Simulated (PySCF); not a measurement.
ClHSi, SMILES [SiH]Cl (connectivity only; charge and spin as stated), charge +1, multiplicity 2.

The structure is a stationary point at B3LYP-D3(BJ)/def2-TZVP. The spin state was assumed, not searched. The isomer is the one that the SMILES or the coordinates give; other isomers of the formula were not compared.

These are PBE/def2-TZVPD (PySCF) values and carry that method's errors.

Gas-phase values at a fixed geometry.

```json
{
 "total_energy": "-749.63685 hartree",
 "point_group": "Cs",
 "α spin, highest occupied and lowest empty level": "-13.32 and -10.78 eV",
 "β spin, highest occupied and lowest empty level": "-15.32 and -11.70 eV",
 "dipole_moment_about_the_centre_of_nuclear_charge": "0.715 e·Å",
 "mean_static_polarisability": "34.7 bohr³ (5.14 Å³)",
 "polarisability_principal_values": "27.5, 30.3, 46.3 bohr³",
 "⟨S²⟩": "0.754 (pure state 0.75)"
}
```
